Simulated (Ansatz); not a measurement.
C₂H₄F₂Sn. Total charge 0; spin multiplicity 1. Sn: def2 effective core potential. The bonds changed during the relaxation, so this is another structure than the one it started from. The geometry is a stationary point of PBE0-D4/def2-TZVP.

```xyz
9

F     0.378   -1.876    1.644
Sn   -0.400   -1.962   -0.142
F    -2.087   -1.114    0.347
C     0.465    0.851    0.347
C     0.240    0.791   -0.965
H    -0.350    0.949    1.055
H     1.466    0.785    0.759
H     1.052    0.700   -1.679
H    -0.765    0.875   -1.366
```

(1) What is the dipole moment at ωB97M-V/def2-TZVPP? (Estimate.)

(2) And with PBE, r2SCAN, B3LYP? (An estimate is asked.)

(3) Give the Mulliken charges with ωB97M-V, r2SCAN, PBE in def2-TZVPP. (An estimate is asked.)

Results:

(1) The calculation gave: 3.78 D, with components (1.87, 0.66, -3.22) D in this frame, pointing from negative to positive charge.

(2) Computed: PBE 3.63 D, r2SCAN 3.72 D, B3LYP 3.86 D.

(3) The calculation gave: 
```tsv
atom	ωB97M-V	r2SCAN	PBE
F1	-0.51	-0.51	-0.47
Sn2	0.89	0.87	0.80
F3	-0.51	-0.51	-0.47
C4	-0.20	-0.15	-0.17
C5	-0.31	-0.24	-0.28
H6	0.18	0.15	0.16
H7	0.15	0.12	0.13
H8	0.15	0.12	0.13
H9	0.18	0.15	0.16
```

B3LYP here is the variant with VWN-RPA as its local correlation; programs differ in this.
